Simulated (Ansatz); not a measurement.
Geometry optimisation, Ansatz 0.2.0, RKS PBE/def2-SVP.

Input:

```yaml
crystal:
  periodic: [false, false, false]
  atoms:
    - { symbol: Ge, position_ang: [0.0, 0.0, 0.0] }
    - { symbol: O, position_ang: [1.1168, 0.0, 1.6228] }
    - { symbol: H, position_ang: [0.2072, -0.2814, 1.96] }
    - { symbol: H, position_ang: [1.7092, 0.0, 0.376] }
    - { symbol: F, position_ang: [-0.7913, 1.3709, -0.5594] }
    - { symbol: H, position_ang: [-0.73, -1.2648, -0.5162] }
basis:
  gaussian: { orbitals: def2-SVP }
hamiltonian:
  xc: pbe
relax:
  f_tol: 0.15
  max_steps: 25
  restrain:
    - { distance: [1, 3], at: 2.21, k: 30.0 }
    - { distance: [0, 1], at: 1.77, k: 30.0 }
    - { distance: [0, 3], at: 1.55, k: 30.0 }
```

Run as:

```bash
$ ansatz run input.yaml --threads 1 --pin off --max-ram 2048MiB --backend cpu --events-out ev --progress --plain --runs-dir out
```

Task: Where does it end, and by what steps?

Result: The forces met the threshold. The restraints hold the end off the free minimum. After 6 steps the energy has fallen by 4.281 eV (the restraints' own energy left out); H4 moved furthest, 0.67 Å.

```json
{"step": "0", "energy less start (eV)": "0.0000", "largest force component (eV/Å)": "6.132", "accepted": "yes"}
{"step": "1", "energy less start (eV)": "-1.8289", "largest force component (eV/Å)": "4.016", "accepted": "yes"}
{"step": "2", "energy less start (eV)": "-2.9034", "largest force component (eV/Å)": "2.981", "accepted": "yes"}
{"step": "3", "energy less start (eV)": "-3.9391", "largest force component (eV/Å)": "1.755", "accepted": "yes"}
{"step": "4", "energy less start (eV)": "-4.2099", "largest force component (eV/Å)": "2.539", "accepted": "yes"}
{"step": "5", "energy less start (eV)": "-4.2755", "largest force component (eV/Å)": "1.076", "accepted": "yes"}
{"step": "6", "energy less start (eV)": "-4.2809", "largest force component (eV/Å)": "1.050", "accepted": "yes"}
```

```xyz
6
Properties=species:S:1:pos:R:3
Ge 0.271 -0.079 0.005
O 0.735 -0.072 1.711
H -0.001 -0.194 2.342
H 1.765 0.079 -0.288
F -0.663 1.355 -0.401
H -0.595 -1.264 -0.485
```

The run took 14 s on 1 thread of Arm Neoverse V2 (shared host), peak memory 0.13 GiB.
